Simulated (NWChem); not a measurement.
System: WHF5; SMILES [F][WH]([F])([F])([F])[F]

Program: NWChem. Coordinates come from a PBE0/def2-SVP optimisation. Not confirmed as a minimum by frequencies. def2 effective core potentials on W; no spin-orbit coupling. Level BLYP/def2-SVP: energy and gradient; each run changes one setting, and changes count from the defaults (medium grid, exact Coulomb integrals, symmetry on).

Which setting moves the energy most, and by about how much (extra-fine grid; defaults; Coulomb fitting, Weigend set; Becke weights; coarse grid; tight SCF thresholds and tolerances)?

Coulomb fitting, Weigend set, by about 300 μHa.
```csv
setting,size of the energy change (μHa),largest change of a gradient component (μHa/bohr),"time, defaults = 1 (rough)"
defaults,< 10,< 30,about 1
coarse grid,40,300,about 1
extra-fine grid,< 10,40,about 1
"Coulomb fitting, Weigend set",300,80,0.4
tight SCF thresholds and tolerances,< 10,200,2
Becke weights,10,70,about 1
```
